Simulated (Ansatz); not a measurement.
`N[Si](O)(O)F`, charge 0, multiplicity 1.

Task: Give a relaxed structure at PBE0-D4/def2-TZVP (Ansatz 0.2.0). (Best estimate.)

Result: The calculation gave: 
Cartesian coordinates in Å:
```
N -0.498 -1.050 -0.822
Si -0.104 0.216 0.225
O 1.294 -0.015 1.033
O 0.060 1.646 -0.531
F -1.316 0.273 1.257
H 0.049 -1.233 -1.646
H -1.461 -1.313 -0.946
H 1.387 -0.835 1.519
H 0.589 2.312 -0.089
```
This is one stationary point; other conformers may exist.
